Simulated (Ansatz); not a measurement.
`O[Si]1(Cl)CO1` → C• + Cl• + 3 H• + 2 O• + Si•  (atomization)

Computed with Ansatz on PBE0-D4/def2-TZVP structures; ΔE is electronic, products minus reactants. CCSD(T)/CBS adds triple-zeta CCSD(T) − MP2 to the extrapolated MP2 energy (def2 sets, frozen cores). This one scheme is used for every species, atoms too. DFT in def2-TZVPP. No spin–orbit coupling; open shells (•) take unrestricted orbitals. Spin–orbit coupling would lower the free atoms: a little for C, Cl, O, Si. Each species was taken in one conformer, which may not be the lowest.

CCSD(T)/CBS gives +3133.2 kJ/mol.

Another level gave +3179.8 kJ/mol. Which?
A. r2SCAN/def2-TZVPP
B. PBE-D4/def2-TZVPP
C. PBE/def2-TZVPP
D. HF/def2-TZVPP

C. PBE 3179.8, r2SCAN 3138.4, PBE-D4 3198.7, HF/def2-TZVPP 2154.7 kJ/mol.

Largest T1 diagnostic among the species: 0.012.

From BLYP to BHLYP (50 % exact exchange), in def2-TZVPP and without D4, ΔE moves by −121.6 kJ/mol: exact exchange takes away binding that semilocal exchange gives to molecules. The D4 term adds +30.9 kJ/mol with B3LYP and +16.0 kJ/mol with PBE0; it sums over pairs of atoms, weighted by their polarisabilities, and B3LYP, whose exchange is more repulsive, gets the larger term. Leaving LDA and LC-ωPBE aside and taking each functional with its dispersion term where it has one, the values, not all of them listed here, spread over 229.4 kJ/mol, from BHLYP-D4 to PBE-D4. LDA lies +461.6 kJ/mol from PBE without D4, its usual overbinding.

B3LYP here is the variant with VWN-RPA as its local correlation; programs differ in this.

For atomizations the MP2-based limit and the directly extrapolated one differ by several kJ/mol either way, and by 10 to 25 for some Ge, Se and Sn compounds, so smaller differences from it don't rank the levels.
